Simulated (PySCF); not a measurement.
**Structure elucidation problem**

The spectra below were simulated for a compound C5H8O2.

1H NMR (400 MHz, computed): δ 7.97 (m, 1H), 5.07 (m, 1H), 4.82 (m, 1H), 2.44 (q, 2H), 1.16 (t, 3H).

13C{1H} NMR (computed): δ 176.8, 149.3, 100.8, 30.8, 10.4.

Computed data (PySCF 2.14): coordinates at the GFN2-xTB level, GIAO PBE0/pcSseg-1 shieldings. Relativity neglected, one averaged value for each set of equivalent atoms, in vacuum, one conformer.

Chemical shifts δ = σref − σ; 1H (31.72 ppm) and 13C (186.93 ppm) against TMS, all at this level.

Q: Which candidate is it?
A. C=COC(=O)CC
B. C=C[C@H](C)C(=O)O
C. C1OCC12COC2

A: A. 

1. Rings plus π bonds: 2 (no ring in the answer).
2. 5 carbon signals for 5 carbons: no two carbons are equivalent.
3. Carbon types of the structure: 1 × C, 1 × CH, 2 × CH2, 1 × CH3, which accounts for all hydrogens.
4. δC 176.8: ester carbonyl carbon; it is a carbonyl in resonance with an O or N lone pair, the region of acids, esters and amides.
5. δC 149.3: alkene carbon bearing oxygen; an sp2 carbon further deshielded by the attached heteroatom.
6. δC 100.8: β carbon of an enol-ether or enamine type C=C; the O or N lone pair pushes π density onto this β carbon and shields it.
7. δC 30.8: sp3 CH2 α to a carbonyl; α to the electron-withdrawing carbonyl group.
8. δC 10.4: methyl carbon; saturated and bonded to C and H only.

The others: C=C[C@H](C)C(=O)O has carbons computed at 178.9, 148.3, 124.1, 49.2, 19.4, with a different DEPT pattern; C1OCC12COC2 would give 2 carbon signals, not 5.

Shifts are as computed. Against solution values, carbons near 30 ppm lie about +3 ppm off and those near 130 ppm about +5 ppm. Of 1211 compounds with measured shifts, 218 miss one by over three times the rms of a fit or turn the order of signals round; such compounds aren't used in these exercises. Multiplicities follow the n + 1 count of equivalent neighbours, as no J values were calculated; m marks all less simple cases, F and P coupling included.
